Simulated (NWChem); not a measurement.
Species: CH3AlCl2; SMILES [Cl][Al]([Cl])[CH3]

```xyz
7

Al     0.3421    -0.0006     0.0069
Cl    -0.7622    -1.7871    -0.0010
Cl    -0.7732     1.7793    -0.0010
C      2.2744     0.0125    -0.0007
H      2.6722     0.8287     0.6223
H      2.6441     0.1782    -1.0268
H      2.6918    -0.9421     0.3537
```
Atoms are numbered in this order, from 1.

Structure relaxed at the PBE0/def2-SVP level.

Task: List the 4 lowest vertical singlet excitations from PBE0/def2-SVPD, TDA (NWChem).

Result: 
| state | energy (eV) | oscillator strength | leading excitation (squared amplitude) |
|---|---|---|---|
| S1 | 6.55 | 0.006 | HOMO → LUMO (0.94) |
| S2 | 6.74 | 0.000 | HOMO−1 → LUMO (0.97) |
| S3 | 7.05 | 0.013 | HOMO−1 → LUMO+1 (0.88) |
| S4 | 7.09 | 0.187 | HOMO → LUMO+1 (0.90) |
